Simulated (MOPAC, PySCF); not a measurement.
[Y(F)(NH2)2], neutral singlet in the gas phase. 

Cartesian coordinates (Å):
```xyz
8

Y     -0.3404    -0.2485     0.1196
F     -0.0708    -0.7149    -1.8212
N     -1.6602     1.3428     0.7090
H     -1.8568     1.6472     1.6654
H     -2.2238     1.9566     0.1172
N      0.6834    -1.3228     1.6750
H      1.3420    -2.0993     1.5872
H      0.6071    -1.1557     2.6812
```
Charge 0, spin multiplicity 1.

All levels are single points at this geometry (r2SCAN-D4/def2-SVP); Pople sets use spherical d functions. Orbital energies aren't observables, and empty levels follow the basis.

```tsv
level	HOMO (eV)	LUMO (eV)	gap (eV)	dipole (D)	vertical IE, Delta-SCF (eV)
PBE-D3(BJ)/def2-TZVP in PySCF	-5.38	-2.21	3.17	2.10	–
TPSSh-D3(BJ)/def2-TZVP in PySCF	-5.93	-1.69	4.24	2.07	–
B3LYP/6-311+G** (LANL2DZ on Y) in PySCF	-6.63	-2.04	4.59	2.39	–
B3LYP/LANL2DZ in PySCF	-6.34	-1.84	4.50	2.80	–
BP86/6-31G* (LANL2DZ on Y) in PySCF	-5.21	-2.15	3.06	2.20	–
M06-2X/6-31G* (LANL2DZ on Y) in PySCF	-7.82	-0.90	6.93	2.29	–
PBE/6-31G* (LANL2DZ on Y) in PySCF	-5.11	-2.16	2.95	2.20	8.07
SVWN5/6-31G* (LANL2DZ on Y) in PySCF	-5.27	-2.35	2.91	2.32	–
PM7 in MOPAC	-8.77	0.91	9.67	2.82	–
```
